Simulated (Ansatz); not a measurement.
Reaction (substitution at a C–C bond): propane + `OB(F)F` → `CCOB(F)F` + CH₄

Program: Ansatz. Geometries: PBE0-D4/def2-TZVP. ΔE: electronic, gas phase. CCSD(T)/CBS adds triple-zeta CCSD(T) − MP2 to the extrapolated MP2 energy (def2 sets, frozen cores). This one scheme is used for every species. Functionals use def2-TZVPP. HSE06 is defined as in plane-wave codes. One conformer a species, not always the lowest.

CCSD(T)/CBS gives +7.7 kcal/mol.

**Question.** Another level gave +7.5 kcal/mol. Which?
A. r2SCAN/def2-TZVPP
B. HSE06-D4/def2-TZVPP
C. BLYP-D4/def2-TZVPP
D. MP2/def2-TZVPP

**Answer.** B. HSE06-D4 7.5, r2SCAN 6.4, MP2/def2-TZVPP 8.6, BLYP-D4 5.1 kcal/mol.

Largest T1 diagnostic among the species: 0.012.

At CCSD(T), def2-SVP lies −1.2 kcal/mol from the extrapolated value and def2-TZVPP −0.3 kcal/mol. From r2SCAN to r2SCAN0 (25 % exact exchange), in def2-TZVPP and without D4, ΔE moves by +0.8 kcal/mol. Leaving LDA and LC-ωPBE aside and taking each functional with its dispersion term where it has one, the values, not all of them listed here, spread over 3.2 kcal/mol, from BLYP-D4 to PBE-QIDH.
